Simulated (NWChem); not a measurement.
System: GeHOCl, singlet; SMILES [OH][Ge][Cl]

```xyz
4

Ge     0.4329     0.4951     0.0000
Cl    -0.1721    -1.6123     0.0000
O     -1.2145     1.1777     0.0000
H     -1.2122     2.1438     0.0000
```
Atoms are numbered in this order, from 1.

Low-valent species are run as closed-shell singlets; no triplet was tried in these runs. All runs use the structure optimised with PBE0/def2-SVP. B3LYP is NWChem's, with the RPA form of VWN correlation.

Symmetry labels are those of Cs in the frame above (b1 and b2, or b-type labels, depend on it).

Question: List the 4 lowest vertical singlet excitations from B3LYP/def2-SVPD, TDA (NWChem).

Answer: 
```json
[
 {"state": "S1", "energy (eV)": "4.37", "oscillator strength": "0.045", "symmetry": "a\"", "leading excitation (squared amplitude)": "HOMO → LUMO (0.95)"},
 {"state": "S2", "energy (eV)": "5.05", "oscillator strength": "0.008", "symmetry": "a\"", "leading excitation (squared amplitude)": "HOMO−1 → LUMO (0.97)"},
 {"state": "S3", "energy (eV)": "5.47", "oscillator strength": "0.008", "symmetry": "a'", "leading excitation (squared amplitude)": "HOMO−2 → LUMO (0.84)"},
 {"state": "S4", "energy (eV)": "6.40", "oscillator strength": "0.114", "symmetry": "a'", "leading excitation (squared amplitude)": "HOMO → LUMO+1 (0.48)"}
]
```
